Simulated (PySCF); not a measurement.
H₂SeS: fields on a plane

Level of theory: PBE0/[Se def2-TZVP, S def2-TZVP, H def2-TZVP], no relativity, density fitting, PySCF.

The singlet minimum has Se–H 1.500 Å (×2), Se–S 2.093 Å; H–Se–H 87.9°, H–Se–S 106.4° (×2).

The plane holds Se1 at (0.00, 0.00), S2 at (2.09, 0.00), H3 at (-0.42, 1.44) Å. Columns run from x = -2.55 to 4.35 Å, rows from y = 3.75 (top) to -1.95 Å, in steps of 0.3 Å. Other isomers or separated fragments may lie lower.

**Question.** Give the highest occupied orbital (Å^-3/2) at -6.33 eV (cut at ±0.3; overall sign arbitrary). Lower edges of the bins (Å^-3/2): '0' -0.300, '1' -0.240, '2' -0.180, '3' -0.120, '4' -0.060, '5' 0.000, '6' 0.060, '7' 0.120, '8' 0.180, '9' 0.240; top 0.30.

**Answer.** 
```
444444444444445555555555
444444444444455555555555
444444444444455555555555
444444444444555555555555
444444444444555555555555
444444444444555555555555
444443333445555665555555
444443212345566666655555
444443212345667777665555
444444323445678998766555
444444444455689999876555
555555555455679999876555
555556665345556007765555
555567760554322994455555
555567886653200000244444
555566777653200000234444
555556676653210001234444
555555666544322222334444
555555555544433333344444
555555555544443334444444
```

**Question.** Give the electron localisation function (set to 0 where the density is under 0.005 e/Å³). Lower edges of the bins: '0' 0.000, '1' 0.100, '2' 0.200, '3' 0.300, '4' 0.400, '5' 0.500, '6' 0.600, '7' 0.700, '8' 0.800, '9' 0.900; top 1.00.

**Answer.** 
```
000000000000000000000000
000000000000000000000000
000000000000000000000000
000000554000000000000000
000058999610000000000000
000499999820000111000000
000699999940001344320000
000699999950014677642000
000489999951136888753100
000158999853357899864100
000135773245567889874100
000134414415762004874100
000245245543750880664100
001467345543750880664100
002578714415663004764100
002578873345568889863100
002578888753368998863100
000367887632257888752000
000035665310136777531000
000002321000024554310000
```
